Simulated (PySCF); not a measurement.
An unknown gives this computed stick spectrum. The calculation used PySCF, TDDFT CAM-B3LYP/def2-SVPD, vertical, gas phase, core orbitals frozen in the response. Geometries: PBE0-D3(BJ)/def2-SVP, one conformer each.

```csv
state,ν̃ (cm⁻¹),f,"main configurations (H = HOMO, L = LUMO)"
S1,55320,0.026,H→L (83%)
S2,60900,0.044,"H-1→L (76%), H→L+3 (14%)"
S3,63230,0.048,"H→L+3 (73%), H-1→L (14%)"
S4,63830,0.015,"H→L+1 (70%), H→L+2 (14%), H→L+4 (9%)"
S5,66520,0.0053,"H-2→L (55%), H-4→L (13%), H→L+2 (9%)"
S6,66920,0.022,"H-1→L+1 (36%), H-1→L+3 (31%), H-1→L+2 (17%)"
S7,67280,0.073,"H→L+2 (55%), H→L+1 (14%)"
S8,69070,0.010,"H-1→L+1 (32%), H-1→L+3 (26%), H-4→L (15%)"
S9,69930,0.039,"H-3→L (26%), H-2→L (14%), H-1→L+3 (14%)"
S10,71430,0.055,"H-1→L+2 (42%), H→L+5 (20%), H-1→L+1 (9%)"
```

Orbital energies (eV): HOMO-3 -11.24, HOMO-2 -10.98, HOMO-1 -10.19, HOMO -9.54, LUMO 0.62, LUMO+1 1.21, LUMO+2 1.54.

Question: Which candidate is it? All have the formula C4H7F3Si.
A. `C[C@@H]1C[Si@@H]1C(F)(F)F`
B. `FC(F)[C@@H]1C[C@@H](F)[SiH2]1`
C. `[SiH2]1[C@H](C1)CC(F)(F)F`

Answer: B. Its S1, at 6.86 eV, is the highest among the candidates; the nearest of the others has S1 at 6.53 eV. S1 is HOMO→LUMO (83%). Löwdin shares by element: HOMO carbon 41% or more, fluorine 20% or more, silicon 20% (atoms not listed hold the other 20%); LUMO silicon 30%, carbon 20% or more, hydrogen 11% or more (atoms not listed hold the other 39%). At the same level the other candidates give, for their lowest levels:
- `C[C@@H]1C[Si@@H]1C(F)(F)F`: 6.53 eV (f 0.184); 6.59 eV (f 0.017); 6.78 eV (f 0.051); 7.19 eV (f 0.001); 7.47 eV (f 0.002); T1 5.07 eV; HOMO -8.50, LUMO 0.91 eV
- `FC(F)(F)C[C@H]1C[SiH2]1`: 6.43 eV (f 0.062); 6.53 eV (f 0.152); 7.01 eV (f 0.006); 7.14 eV (f 0.029); 7.42 eV (f 0.000); T1 5.11 eV; HOMO -8.42, LUMO 0.92 eV

The values belong to the conformer `[F:1][CH:2]([F:3])[C@@H:4]1[CH2:5][C@@H:6]([F:7])[SiH2:8]1`: F1–C2–C4–C5 -58°.
Triplets come from the Tamm–Dancoff approximation.
